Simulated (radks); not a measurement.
Results of a calculation; reference values are marked as such.
Spherical jellium clusters: N electrons in a uniform positive sphere of charge N and radius rs N^(1/3), rs = 2.72 bohr. Level of theory: non-relativistic Kohn-Sham, PBE, spin-polarised, spherical densities (a radial shooting solver with Libxc functionals). Levels are named by radial order and angular momentum (1s, 1p, 1d, 2s, ...), and open shells are averaged over m.

N = 8, configuration 1s2 1p6. This is the lowest configuration that the search found. Occupied and some empty levels:

level,occupation,eigenvalue (eV),<r> (bohr)
1s,2,-6.8359,3.697
1p,6,-4.2697,4.700
1d,0,-1.5080,5.937
2s,0,-1.2940,6.778

Energy (eV): total -11.9188, kinetic 25.022, external -366.73, Hartree 176.05, exchange-correlation -38.337, background 192.08.

Electron density:

r (bohr),n(r) (e/bohr^3)
0.189,0.008428
0.901,0.009504
1.61,0.01140
2.33,0.01298
3.04,0.01315
3.75,0.01145
4.46,0.008386
5.17,0.005099
5.89,0.002623
6.60,0.001212
7.31,0.0005294
8.02,0.0002256
8.73,0.00009473
9.45,0.00003944
